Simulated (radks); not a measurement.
The numbers below are computed, except where a source is named.
Q: The boron ion B+, [He] 2s2. Code: a radial shooting solver on a logarithmic mesh with Libxc functionals. Model: non-relativistic Kohn-Sham, PBE, spin-polarised, spherical densities, point nucleus. Every spin shell is full or empty, so the densities are truly spherical. Functionals are evaluated on that one density, not self-consistently. Rank these exchange functionals by their error against the exact value of the orbitals, and give that value: LDA, PBE, PBEsol, revPBE, OPTX, AM05, G96, EV93, r2SCAN, Tao-Mo.

A: Exact: -3.48367 hartree. From best to worst, with 100 (|E| - |E exact|)/|E exact| (equal figures are ties): OPTX +0.02, G96 -0.16, revPBE +0.29, r2SCAN -0.32, Tao-Mo +0.66, PBE -0.96, EV93 +4.73, PBEsol -5.31, AM05 -10.19, LDA -12.96.
